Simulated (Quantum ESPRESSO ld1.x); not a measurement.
Task: The mean radii <r> (bohr) of the occupied orbitals of an atom or ion are listed with their occupations. Method: scalar-relativistic Kohn-Sham, BLYP, spin-unpolarised, spherical densities, point nucleus; computed with ld1.x of Quantum ESPRESSO 7.5.

orbital  occ.      <r>
1s          2  0.02611
2s          2   0.1121
2p          6  0.09820
3s          2   0.2990
3p          6   0.2970
3d         10   0.2735
4s          2   0.6936
4p          6   0.7376
4d         10   0.8291
5s          2    1.607
5p          2    1.803

Name the element and its charge.

Result: Z = 55, caesium, charge +5: Cs5+ in [Kr] 4d10 5s2 5p2. The 1s radius gives Z: for a bare nucleus <r> = (2 gamma + 1)/(2Z) with gamma = sqrt(1 - (Z/c)^2), 0.02574 bohr for Z = 55, and screening makes it slightly larger (0.02611 here). The occupations add up to 50, and the charge is Z minus that.
